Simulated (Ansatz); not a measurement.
The input (input.yaml):

```yaml
crystal:
  periodic: [false, false, false]
  atoms:
    - { symbol: B, position_ang: [-0.55317, 0.78757, -1.43458] }
    - { symbol: O, position_ang: [-0.65846, 0.14049, -0.29061] }
    - { symbol: Sn, position_ang: [0.42395, -0.63109, 1.14941] }
    - { symbol: H, position_ang: [-1.56136, 1.05444, -1.98089] }
    - { symbol: H, position_ang: [0.48456, 1.09455, -1.90751] }
    - { symbol: H, position_ang: [-1.42878, 0.01708, 0.31888] }
    - { symbol: H, position_ang: [2.06574, -0.40632, 0.88986] }
    - { symbol: H, position_ang: [-0.04287, -2.22389, 1.10088] }
basis:
  gaussian: { orbitals: def2-SVPD }
hamiltonian:
  xc: pbe0
  dispersion: d4
relax:
  f_tol: 0.02
  max_steps: 50
output:
  orbitals: {}
```

Command:

```bash
$ ansatz run input.yaml --threads 2 --pin off --max-ram 3072MiB --backend cpu --events-out ev --progress --plain --runs-dir out
```

Hardware: 2 threads of Arm Neoverse V1, on a shared host.

Problem. Roughly how long does this run take, and how much memory?

Solution. 39 s, with a peak of 0.26 GiB, for 11 ionic steps.
